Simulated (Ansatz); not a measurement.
Stepwise reaction of `Cl[Si]([SeH])([SeH])[SeH]` with hydrogen chloride, as a gas-phase model of exchange steps in deposition or etching. ΔE in kJ/mol.

Computed with Ansatz on PBE0-D4/def2-TZVP structures; ΔE is electronic, products minus reactants. CBS: MP2 limit from def2 TZ/QZ plus the TZ coupled-cluster correction, frozen cores. This one scheme is used for every species. DFT in def2-TZVPP. B3LYP here is the variant with VWN-RPA as its local correlation; programs differ in this. For Se outer-core shells are correlated without core-valence functions, which leaves a few kJ/mol of doubt a bond. Scalar relativity is left out up to krypton. Each species was taken in one conformer, which may not be the lowest.

```csv
step,reaction,PBE-D4,B3LYP-D4,ωB97M-V,CCSD(T)/CBS
1,`Cl[Si]([SeH])([SeH])[SeH]` + HCl → `Cl[Si](Cl)([SeH])[SeH]` + H₂Se,-26.3,-31.3,-35.1,-28.4
2,`Cl[Si](Cl)([SeH])[SeH]` + HCl → `Cl[Si](Cl)(Cl)[SeH]` + H₂Se,-22.9,-27.9,-31.5,-25.2
3,`Cl[Si](Cl)(Cl)[SeH]` + HCl → `Cl[Si](Cl)(Cl)Cl` + H₂Se,-26.5,-31.3,-34.7,-28.9
```

(1) By hand: ΔE of the 3 steps together at CCSD(T)/CBS.

Results:

(1) (-28.4) + (-25.2) + (-28.9) = -82.5 kJ/mol, or -27.5 kJ/mol a step.

In ΔE the steps differ by no more than 3.7 kJ/mol. All are downhill at CCSD(T)/CBS. PBE-D4 differs from CCSD(T)/CBS by 2.1 to 2.4 kJ/mol a step. Only this route is followed, and other bonds may react first. Isolated molecules leave out the surface, adducts and barriers. Largest T1 diagnostic: 0.009.
